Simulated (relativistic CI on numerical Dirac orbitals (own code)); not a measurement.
Hyperfine structure of Sr¹⁷⁺, mass number 87

Computed by Dirac-Coulomb-Breit CI, orbitals from a KLI potential per configuration, a model potential for QED, unscaled Slater integrals (own radial code, finite nucleus).

CI space (outside the closed core [Ne]): 3s²3p⁶3d³, 3s²3p⁵3d⁴, 3s3p⁶3d⁴, 3s²3p⁶3d²4s, 3s²3p⁶3d²4p, 3s²3p⁶3d²4d, 3s²3p⁶3d²4f, 3s²3p⁵3d³4s, 3s²3p⁵3d³4p, 3s²3p⁶3d4s4p, 3s²3p⁶3d²5s, 3p⁶3d⁵, 3p⁵3d⁶, 3s²3p⁶3d4s², 3s²3p⁶4s²4p, 3s²3p⁶4s²4d, 3s²3p⁶4s²4f, 3s²3p⁶3d4p², 3s²3p⁶4s4p², 3s²3p⁶4p³, 3s²3p⁶4p²4d, 3s²3p⁶4p²4f. Double excitations out of closed p, d and f shells are left out; levels of such configurations are missing from the list, as are those of other unlisted configurations, and high levels can miss mixing partners. These lack a partner that the ground configuration has and come out too high: 3s²3p⁵3d³4s, 3s²3p⁵3d³4p.

Nuclear spin I = 9/2, μ = -1.09316 μN, Q = 0.305 b (tables of Stone and Pyykkö). The electronic factors are computed for point nuclear moments, without core polarisation or the Bohr-Weisskopf and QED corrections.

```
          Level  E (eV)  A (MHz)  B (MHz)
3s²3p⁶3d³ ⁴F3/2  0.0000    -1788     -551
3s²3p⁶3d³ ⁴F5/2  1.0331    -1080     -511
3s²3p⁶3d³ ⁴F7/2  2.1547   -898.4     -639
3s²3p⁶3d³ ⁴F9/2  3.2453   -892.1     -839
3s²3p⁶3d³ ⁴P3/2  6.3573   -950.5    -1020
3s²3p⁶3d³ ⁴P1/2  6.6366      899         
3s²3p⁶3d³ ²G7/2  7.6733    -1273      806
3s²3p⁶3d³ ²G9/2  8.1126    -1152     1710
```

Levels with J = 0, under 50 % of one LS term, or S terms without an open s electron are left out. Small factors come from cancelling terms and can be off by tens of per cent or more.

At this charge energies of transitions that change n are usually good to better than 1 %, and those within a shell (Δn = 0) to a few per cent. Terms inside the open d or f shell come out 10 to 20 % too wide with unscaled integrals.

Problem. Give the hyperfine levels of 3s²3p⁶3d³ ⁴F3/2 relative to its centre of gravity.

Solution. With K = F(F + 1) − I(I + 1) − J(J + 1), E = AK/2 + B[¾K(K + 1) − I(I + 1)J(J + 1)]/[2I(2I − 1)J(2J − 1)]: F = 3: 14500, F = 4: 7714, F = 5: -1112, F = 6: -12210 MHz.

LS names give the leading component of a level, which can be under half, so a name can repeat, a term be missing and a line seem to break the LS rules.
